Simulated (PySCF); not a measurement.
Cartesian coordinates (Å):
```xyz
8

F      0.2961    -0.4316     1.7722
C     -0.0243    -0.2160     0.4514
S     -0.1082     1.5966     0.2919
S      1.1961    -0.9960    -0.6189
S     -1.6138    -1.0848     0.2142
H      0.0829     1.6165    -1.0317
H      2.2094    -0.1775    -0.2919
H     -2.0381    -0.3071    -0.7873
```
Charge 0, spin multiplicity 1.

Predict the HOMO–LUMO gap, HOMO and S1 oscillator strength from CAM-B3LYP-D3(BJ)/def2-TZVP in PySCF.


```json
{
  "HOMO–LUMO gap": "8.85 eV",
  "HOMO": "-8.74 eV",
  "S1 oscillator strength": "0.004"
}
```
